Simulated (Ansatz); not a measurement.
Molecule: germanium monoxide, GeO, charge 0, multiplicity 1. 
Structure (B3LYP-D3(BJ)/def2-TZVP (Ansatz, a first-principles code) minimum search):
SMILES: [O]=[Ge]
```xyz
2

Ge     0.0000     0.0000    -0.3265
O      0.0000     0.0000     1.3060
```

Basis-set convergence of Hartree-Fock and CCSD(T) correlation energies (hartree) with Ansatz. Valence correlation only, unless marked. No spin-orbit coupling. Frozen are the shells of the preceding noble gas and the d and f shells that filled before the atom's block. Non-relativistic.

The T1 diagnostic of CCSD in the largest basis is 0.030, which is high, so the coupled-cluster rows are less sure than usual.

```
basis        functions        E(HF)  E(corr, CCSD(T))
-----------  ---------  -----------  ----------------
aug-cc-pVDZ         59  -2150.19816          -0.31061
aug-cc-pVTZ        105  -2150.28939          -0.36554
aug-cc-pVQZ        173  -2150.29746          -0.38362
```

Extrapolating the two largest sets (X = 3 and 4) as X^-3: E(corr) = (64·(-0.38362) - 27·(-0.36554))/37 = -0.3968 Eh, an estimate of the basis-set limit. The largest set recovers 96.7 % of it, the smallest 78.3 %.
